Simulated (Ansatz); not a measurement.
CAuO, charge +2, quartet, geometry from GFN2-xTB of the parent state (such geometries of metal compounds can be far from the true shape) (the multiplicity is a formal guess) (core potentials on Au); B3LYP/def2-SV(P) in Ansatz (an electronic-structure program).

Here is a job for Ansatz.
Ansatz 0.2 input:
```yaml
crystal:
  periodic: [false, false, false]
  atoms:
    - {symbol: Au, position_ang: [-0.00000000, -0.00000000, -0.37575670]}
    - {symbol: O, position_ang: [0.00000000, 0.00000000, 2.59477289]}
    - {symbol: C, position_ang: [0.00000000, 0.00000000, 1.48776598]}
basis:
  gaussian:
    orbitals: def2-SV_P_.json
hamiltonian:
  xc: b3lyp
total_charge: 2
magnetization: {spin_polarized: false, initial_magnetization: 3}
```
The basis file holds def2-SV(P) in the JSON format of the Basis Set Exchange.

Task: Predict the main parts of the log of this Ansatz run.

Result: 
```
Functional definition: B3LYP
616 factors; integrals over basis functions are off by at most 7.6e-4 eV
mean field evaluation 1: about -6720.6515 eV, gradient 8.4e1 eV
mean field evaluation 2: about -6720.8705 eV, gradient 8.4e1 eV
mean field evaluation 4: about -6729.6936 eV, gradient 5.5e1 eV
mean field evaluation 8: about -6742.0437 eV, gradient 1.4e1 eV
mean field evaluation 16: about -6742.6095 eV, gradient 4.7e-1 eV
mean field evaluation 32: about -6739.2486 eV, gradient 5.1e0 eV
mean field evaluation 64: about -6742.4588 eV, gradient 2.1e0 eV
mean field evaluation 96: about -6687.5262 eV, gradient 7.4e1 eV
mean field evaluation 128: about -6742.6128 eV, gradient 7.3e-6 eV
mean field -6742.61284970 eV, -247.7864519195 hartree, gradient 7.3e-6 eV, S^2 3.750000; 9 other end points of the search recorded, 0 dependent functions left out
reference -6742.61303891 eV, -247.7864588728 hartree; 17, 14 occupied and 36, 39 virtual orbitals, 616 factors
Total energy: -6742.61303891 eV, -247.7864588728 hartree
```
